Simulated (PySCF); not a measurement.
Excitations are Tamm–Dancoff values on a coarser integration grid. The basis has no diffuse functions, so Rydberg states are missing or too high.

# [Al(CH3)3(NH3)] (charge 0, multiplicity 1)

Level of theory: PBE-D3(BJ)/def2-TZVP // PBE0-D3(BJ)/def2-SVP in PySCF.

```
Property                                                           Result
-------------------------------------------  ----------------------------
HOMO                                                             -5.50 eV
dipole moment                                                      4.86 D
HOMO–LUMO gap                                                     4.56 eV
LUMO                                                             -0.94 eV
S1 excitation (TDA)                                               4.59 eV
S1 oscillator strength                                              0.009
brightest of the four lowest singlets (TDA)                       6.22 eV
T1 excitation (TDA)                                               4.53 eV
S1–T1 gap (TDA)                                                   0.06 eV
charge on the central atom (Mulliken)                              0.44 e
charge on the central atom (meta-Löwdin)                           0.72 e
total energy                                                 -418.4714 Ha
cost                                         very roughly 13 core-minutes
```

```xyz
17

Al     0.0307    -0.2256     0.0966
C      0.2397     0.2527     2.0118
H     -0.6492     0.7515     2.4378
H      1.1084     0.9066     2.2075
H      0.3999    -0.6542     2.6218
C      1.6638    -0.7956    -0.8773
H      1.9586    -1.8161    -0.5745
H      2.5402    -0.1541    -0.6748
H      1.5297    -0.8318    -1.9734
C     -1.6850    -1.0644    -0.4445
H     -2.5722    -0.5537    -0.0289
H     -1.7377    -2.1064    -0.0815
H     -1.8199    -1.1177    -1.5398
N     -0.2277     1.6784    -0.7219
H      0.5871     2.2700    -0.5540
H     -1.0377     2.1508    -0.3182
H     -0.3710     1.6336    -1.7316
```
